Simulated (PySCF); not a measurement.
# Electron correlation in B⁺ (boron, charge +1)

[He] 2s2, closed-shell 1S. All numbers are calculated (PySCF 2.14, the spin-free X2C one-electron Hamiltonian (Gaussian nucleus), in Sapporo-DZP-2012 (4s3p1d, 18 functions)). Frozen: 1s2; 2 electrons correlated.

Total MP2 correlation energy: -33.35 mhartree.

Same-spin part 0.00 and opposite-spin part -33.35 mhartree; SCS-MP2 scales them by 1/3 and 6/5 to -40.02 mhartree.

With two correlated electrons CCSD is exact within the correlated space (frozen core and kept virtual orbitals).

| level | correlation energy (mhartree) |
| --- | --- |
| CCSD | -59.28 |

Diagnostics: T1 = 0.012, D1 = 0.0176, largest double amplitude 0.152.

Problem. Is a single reference adequate?

Solution. Not fully. A double-excitation amplitude exceeds 0.15, a sign of near-degeneracy.
